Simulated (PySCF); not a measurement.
Choosing a basis for TDDFT

Species: C3H6FNSi.
SMILES: `F[SiH2]/C=C\N=C`

TDDFT with PBE0 (PySCF), vertical singlets, core orbitals frozen in the response, spherical d and f functions. Geometry: PBE0-D3(BJ)/def2-SVP, one conformer, isolated molecule.

Compare 6-31G*, def2-SVP, 6-31+G*, def2-SVPD, aug-cc-pVDZ, def2-TZVP and def2-TZVPD for this molecule.

| basis | functions | diffuse | S1 (eV) | S2 (eV) | S3 (eV) | S4 (eV) | S5 (eV) | LUMO (eV) | α (au) |
| --- | --- | --- | --- | --- | --- | --- | --- | --- | --- |
| 6-31G* | 100 | no | 4.52 | 5.58 | 6.20 | 6.75 | 7.19 | -1.52 | 61.8 |
| def2-SVP | 118 | no | 4.40 | 5.49 | 6.10 | 6.63 | 7.02 | -1.76 | 64.9 |
| 6-31+G* | 124 | yes | 4.45 | 5.38 | 6.15 | 6.65 | 6.83 | -1.85 | 70.5 |
| def2-SVPD | 175 | yes | 4.37 | 5.37 | 6.07 | 6.59 | 6.81 | -1.91 | 74.9 |
| aug-cc-pVDZ | 196 | yes | 4.39 | 5.31 | 6.07 | 6.57 | 6.58 | -1.89 | 76.6 |
| def2-TZVP | 228 | no | 4.40 | 5.36 | 6.06 | 6.58 | 6.84 | -1.86 | 72.2 |
| def2-TZVPD | 285 | yes | 4.38 | 5.32 | 6.04 | 6.56 | 6.75 | -1.90 | 76.4 |

States are compared by their number. Against the largest diffuse basis here (def2-TZVPD, itself not a converged limit), sets without diffuse functions differ by up to 0.14 eV in S1 and 0.44 eV in S5; the smaller diffuse sets differ by up to 0.07 and 0.17 eV. State by state, the largest deviation of a set without diffuse functions is S1 0.14, S2 0.25, S3 0.15, S4 0.19, S5 0.44 eV. The same number needn't mean the same state in each row. Against def2-TZVPD the polarisability deviates by -19% in 6-31G*, -15% in def2-SVP, -8% in 6-31+G*, -2% in def2-SVPD, 0% in aug-cc-pVDZ, -5% in def2-TZVP. A single + in a Pople set puts diffuse functions on heavy atoms only.
